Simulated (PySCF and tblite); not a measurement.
Results of a calculation; reference values are marked as such.
System: C4H9FSi, numbered as in [F:1][C@@H:2]1[CH2:3][CH2:4][SiH2:5][CH2:6]1.

Motion: inversion of the 5-membered ring (2–3–4–5–6). GFN2-xTB gives an electronic barrier of 3.5 kcal/mol and a reaction energy of 0.1 kcal/mol.

Problem. What does PBE0/pcSseg-1 + D3(BJ) give on B3LYP-D3(BJ)/def2-SVP geometries?

Solution. A barrier of 3.9 kcal/mol, 0.5 above the tight-binding barrier (from unrounded values), a reaction energy of -1.3 kcal/mol and, with GFN2-xTB thermal terms, ΔG‡(298 K) = 4.2 kcal/mol and k = 5.6×10⁹ s⁻¹ (1 equivalent path).

Problem. And the level of the geometries itself, B3LYP-D3(BJ)/def2-SVP?

Solution. 4.0 kcal/mol.

Programs: tblite and PySCF.
